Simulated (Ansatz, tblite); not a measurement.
Spin states of Au3⁻, each relaxed with PBE0-D4/def2-TZVPD in Ansatz. Electronic energies in the gas phase.

In the def2 sets Au takes a core potential; there is no spin–orbit coupling. The xTB rows come from tblite. The structure comes from a short search, and lower isomers may exist.

Singlet geometry (D∞h within 0.1 Å):

```xyz
3

Au    0.000    0.000    0.000
Au    1.490    0.565    2.039
Au   -1.490   -0.565   -2.039
```

Triplet geometry (D3h within 0.1 Å):

```xyz
3

Au   -1.4533   -0.6072   -0.0669
Au    0.9495   -0.3588    1.2061
Au    0.5038    0.9660   -1.1392
```

Quintet geometry (D∞h within 0.1 Å):

```xyz
3

Au    0.000    0.000    0.000
Au    0.626    2.474    1.096
Au   -0.626   -2.474   -1.096
```

⟨S²⟩: triplet 2.02 at PBE0-D4/def2-TZVPD (pure 2.00), quintet 6.01 at PBE0-D4/def2-TZVPD (pure 6.00).

Run but left out: HF/def2-TZVPD (singlet: restricted singlet, unstable towards broken spin symmetry); B2PLYP/def2-TZVPD (singlet: restricted singlet, unstable in another Hartree–Fock run and untested here); PBE-D4/def2-TZVPD, revPBE-D4/def2-TZVPD (quintet: an occupied level 0.01 to 0.02 eV above an empty one).

Only these spin states were relaxed. The triplet has other bonds than the singlet, so the gap mixes isomer and spin.

| level | triplet − singlet (kJ/mol) | quintet − singlet (kJ/mol) | lowest of these | remarks |
| --- | --- | --- | --- | --- |
| GFN1-xTB | 101.3 | 494.2 | singlet | – |
| r2SCAN-D4/def2-TZVPD | 98.5 | 583.0 | singlet | HOMO above zero (quintet) |
| PBE0-D4/def2-TZVPD | 104.8 | 570.4 | singlet | HOMO above zero (quintet) |
| ωB97X-V/def2-TZVPD | 106.3 | 576.2 | singlet | – |
| ωB97M-V/def2-TZVPD | 104.7 | 568.9 | singlet | – |

The xTB methods have no spin-polarisation term.
